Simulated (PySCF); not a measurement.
Geometry (Å), atoms numbered from 1 in this order:
```xyz
15

N     2.274    0.008   -0.534
C     1.155   -0.633    0.123
C    -0.224   -0.216   -0.408
C    -1.455   -0.715    0.401
C    -1.747    0.737    0.688
C    -0.697    1.158   -0.012
Cl   -0.042    2.696   -0.373
H     2.261   -0.186   -1.530
H     2.216    1.014   -0.417
H     1.268   -1.716    0.004
H     1.215   -0.398    1.189
H    -0.286   -0.416   -1.481
H    -2.211   -1.228   -0.190
H    -1.204   -1.314    1.273
H    -2.526    1.217    1.248
```

Geometry: GFN2-xTB; GIAO shifts from PySCF 2.14, gas phase, non-relativistic, averaged over equivalent atoms.

At PBE0/pcSseg-1 (166 basis functions, 24 s wall time on 1 thread of an Intel Xeon Platinum 8559C, shared host):
| atoms | δ (ppm) |
| --- | --- |
| N1 | 39.2 |
| C6 | 147.9 |
| C5 | 138.7 |
| C3 | 57.5 |
| C2 | 53.7 |
| C4 | 30.6 |
| H15 | 6.07 |
| H10 | 3.19 |
| H11 | 2.66 |
| H12 | 2.58 |
| H13 | 2.42 |
| H14 | 1.81 |
| H8/H9 | 0.86 |

Shifts are taken against calculated references (same method and geometry level): ¹⁵N (σref 267.73) vs NH3; TMS for ¹³C (σref 186.93) and ¹H (σref 31.72).

Q: Estimate the result of repeating the calculation with PBE/def2-SVPD.

A: 
```json
{"atoms": "N1", "δ at PBE/def2-SVPD": "36.7", "change": "-2.5"}
{"atoms": "C6", "δ at PBE/def2-SVPD": "137.0", "change": "-10.9"}
{"atoms": "C5", "δ at PBE/def2-SVPD": "123.2", "change": "-15.5"}
{"atoms": "C3", "δ at PBE/def2-SVPD": "56.0", "change": "-1.5"}
{"atoms": "C2", "δ at PBE/def2-SVPD": "51.6", "change": "-2.1"}
{"atoms": "C4", "δ at PBE/def2-SVPD": "28.0", "change": "-2.6"}
{"atoms": "H15", "δ at PBE/def2-SVPD": "5.94", "change": "-0.13"}
{"atoms": "H10", "δ at PBE/def2-SVPD": "3.34", "change": "+0.15"}
{"atoms": "H11", "δ at PBE/def2-SVPD": "2.83", "change": "+0.17"}
{"atoms": "H12", "δ at PBE/def2-SVPD": "2.77", "change": "+0.19"}
{"atoms": "H13", "δ at PBE/def2-SVPD": "2.42", "change": "+0.00"}
{"atoms": "H14", "δ at PBE/def2-SVPD": "1.86", "change": "+0.05"}
{"atoms": "H8/H9", "δ at PBE/def2-SVPD": "1.08", "change": "+0.22"}
```

References, each an isolated molecule treated in the same way: ¹⁵N (σref 268.31) vs NH3; ¹³C (σref 190.50) and ¹H (σref 31.78) against TMS.

The largest change is at C5 (alkene CH). Cost: 211 basis functions, 45 s wall time on 1 thread of an Intel Xeon Platinum 8559C, shared host. The order of the carbon signals is the same at both levels.

Carbons that carry Cl, above all several Cl atoms, come out too deshielded, partly because spin–orbit coupling is missing. Experimental scales use liquid or dissolved standards, which lie at an offset from isolated NH3 (liquid NH3: subtract about 20 ppm).
